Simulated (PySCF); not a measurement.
# A small calculation by hand: oscillator strength and radiative lifetime

In(Br)(OH)(NH2) (BrH₃InNO), SMILES [NH2][In]([OH])[Br].

Geometry: B3LYP-D3(BJ)/def2-SVP. The structure was generated by enumeration; whether it is a known compound was not checked. The def2 effective core potentials stand for the cores of In; spin–orbit coupling is left out. One conformer was computed; it need not be the lowest.

TDA-CAM-B3LYP/def2-SVPD (PySCF) puts the first singlet state with f over 0.02 at 4.83 eV (vertical), with the transition dipole (-0.339, 0.062, -0.534) in atomic units.

Question: Find the oscillator strength, the wavelength and the radiative lifetime that this transition would have in vacuum if emission retraced absorption.

Answer: 
|μ|² = 0.4039 au, so |μ| = 1.62 D. ΔE = 4.83/27.211 = 0.1775 hartree. f = (2/3) ΔE |μ|² = 0.048 (the program prints 0.048).
λ = 1239.84/4.83 = 257 nm; ν = 38957 cm⁻¹.
Einstein's coefficient A = 0.6670 ν² f s⁻¹ (ν in cm⁻¹) = 4.8e7 s⁻¹, so τ = 1/A = 21 ns. This state is S1. The figure is the radiative limit of this one transition; relaxation, internal conversion, crossing to triplets and a medium change what is measured.
